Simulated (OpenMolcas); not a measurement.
## 4s2 4p2 along the 32-electron sequence

* Program: OpenMolcas
* Method: MS-CASPT2, IPEA 0.25 Eh, imaginary shift 0.1 Eh
* Basis: ANO-RCC-VTZP
* Scalar Hamiltonian: DKH2, point nucleus
* Spin-orbit coupling: state interaction with AMFI integrals over the reference wave functions, term energies averaged over their components

Active space for each ion: 4 electrons in 4 orbitals (4s 4p); closed shells correlated by CASPT2: 3d.

Computed levels in cm-1 above 3P0:

```
                               Level   Se2+   Br3+   Kr4+
                                 3P1   1562   2380   3350
                                 3P2   3570   5170   6950
                                 1D2  12760  15900  19210
                                 1S0  27210  32690  38290
weight of 3P in the lowest level (%)     98     98     97
```

Measured, with the error of the calculation in %. Measured levels: Se2+ from Moore, Atomic Energy Levels, vol. II, NSRDS-NBS 35 (1971 reprint of NBS Circular 467, 1952); Kr4+ from Saloman, J. Phys. Chem. Ref. Data 36, 215 (2007).

| Level | Se2+ | Kr4+ |
| --- | --- | --- |
| 3P1 | 1741 (-10.3) | 3743 (-10.5) |
| 3P2 | 3937 (-9.3) | 7595 (-8.5) |
| 1D2 | 13032 (-2.1) | 19723 (-2.6) |
| 1S0 |  | 39204 (-2.3) |

The fine-structure level 3P2 changes by a factor of 1.95 from Se2+ to Kr4+. Its fourth root runs 7.73, 8.48, 9.13, with steps per unit of Z of 0.75, 0.65; equal steps would mean a (Z - σ)^4 law with constant σ.

1D2 changes by a factor of 1.51 over the same range, with steps per unit of Z of +3140, +3310 cm-1.

CASPT2 does not keep the components of a term degenerate, so their means are used; among the terms shown or strongly mixed into the levels shown the widest spread is 20 cm-1 (4s2 4p2 1D, Se2+). Over all roots computed the reference weight is 0.86 to 0.98 in Se2+, 0.87 to 0.99 in Br3+, 0.87 to 0.99 in Kr4+; the roots of lowest weight are the least certain, and an intruder state may touch them. Terms from blocks run as CI alone lack orbitals of their own. Measured partners are found by configuration, term and J. A level has none where our copy of the source lacks it or the pairing is in doubt (some pairs that miss far off the trend of their configuration count as doubtful), and it then counts in no deviation. Levels of configurations outside the active space are missing.
